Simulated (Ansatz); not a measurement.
Mulliken charges of BGeH5Si (`[BH]1[SiH2][GeH2]1`) from B3LYP/def2-TZVPP in Ansatz (PBE0-D4/def2-TZVP geometry).

```json
{"atom": "B1", "x (Å)": "-0.824", "y (Å)": "-0.137", "z (Å)": "-0.830", "charge (e)": "0.046"}
{"atom": "Si2", "x (Å)": "-0.183", "y (Å)": "1.370", "z (Å)": "0.075", "charge (e)": "0.025"}
{"atom": "Ge3", "x (Å)": "0.241", "y (Å)": "-1.352", "z (Å)": "0.236", "charge (e)": "-0.064"}
{"atom": "H4", "x (Å)": "-1.022", "y (Å)": "-0.284", "z (Å)": "-1.993", "charge (e)": "0.053"}
{"atom": "H5", "x (Å)": "0.264", "y (Å)": "2.660", "z (Å)": "-0.520", "charge (e)": "-0.052"}
{"atom": "H6", "x (Å)": "0.017", "y (Å)": "1.398", "z (Å)": "1.544", "charge (e)": "-0.035"}
{"atom": "H7", "x (Å)": "1.095", "y (Å)": "-2.513", "z (Å)": "-0.308", "charge (e)": "0.008"}
{"atom": "H8", "x (Å)": "0.505", "y (Å)": "-1.199", "z (Å)": "1.740", "charge (e)": "0.018"}
```

Task: By hand: the dipole of these point charges (1 e Å = 4.8032 D).

Result: Σ q r = (-0.109, -0.130, -0.155) e Å, of length 0.230 e Å = 1.10 D.

Task: How does the dipole of the full density compare? (Estimate.)

Result: Computed: (0.106, 0.023, 0.140) e Å, 0.85 D; the point charges give 1.29 times that, at 153° from its direction, so they point the opposite way.

Point charges leave out the atoms' own dipoles, such as those of lone pairs, and Mulliken's split depends on the basis, so the two needn't agree.

B3LYP here is the variant with VWN-RPA as its local correlation; programs differ in this.
